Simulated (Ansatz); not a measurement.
This geometry of H8O5SiSn (15 atoms, charge 0, multiplicity 1) is a first-order saddle point.

All numbers below come from Ansatz, RKS PBE/def2-SVP.

```xyz
15
Properties=species:S:1:pos:R:3
Sn -0.020 0.113 0.110
O -0.930 0.261 2.057
H -1.712 0.844 1.983
O 1.595 0.308 -1.082
H 1.861 -0.597 -1.341
O -1.447 1.243 -0.718
H -1.137 1.515 -1.604
O -0.118 -1.890 0.097
H -0.718 -2.140 0.829
O 1.111 1.311 1.593
Si 2.797 1.415 1.811
H 3.445 0.067 1.683
H 3.356 2.368 0.802
H 3.028 1.941 3.201
H 0.233 0.984 2.199
```

(1) Which two structures does it join? (They come from a converged band through this point; their orientation in space is the band's.)

(2) How far does it lie above each of them?

Results:

(1) Bonds broken: O10–H15. Bonds formed: O2–H15.

First end point:

```xyz
15
Properties=species:S:1:pos:R:3
Sn -0.066 0.089 0.223
O -0.527 -0.240 2.189
H -1.491 -0.353 2.296
O 1.856 -0.341 -0.173
H 1.871 -1.045 -0.852
O -0.902 1.676 -0.655
H -1.527 1.310 -1.315
O -1.070 -1.386 -0.734
H -1.037 -2.190 -0.177
O 1.084 1.621 1.585
Si 2.794 1.782 1.687
H 3.454 0.510 2.126
H 3.254 2.246 0.346
H 3.061 2.845 2.719
H 0.593 1.219 2.353
```

Last end point:

```xyz
15
Properties=species:S:1:pos:R:3
Sn 0.254 0.042 0.182
O -1.271 0.249 2.045
H -1.810 0.932 1.585
O 1.620 0.227 -1.279
H 2.039 -0.645 -1.422
O -1.261 1.206 -0.445
H -1.078 1.523 -1.351
O 0.010 -1.934 0.335
H -0.623 -2.080 1.068
O 1.228 0.963 1.711
Si 2.829 1.497 1.658
H 3.784 0.384 1.312
H 3.024 2.624 0.680
H 3.154 1.996 3.040
H -0.553 0.761 2.497
```

(2) 2.2 kcal/mol above the first and 10.4 kcal/mol above the second. This is the barrier of this one path; another mechanism may lie lower. The orbitals stay closed-shell, which can raise the energy where a bond breaks towards radicals; this wasn't checked here.

The run took 2.1 min on 4 threads of AMD EPYC 9R45 96-Core Processor (Zen 5), on a shared host, peak memory 0.26 GiB.
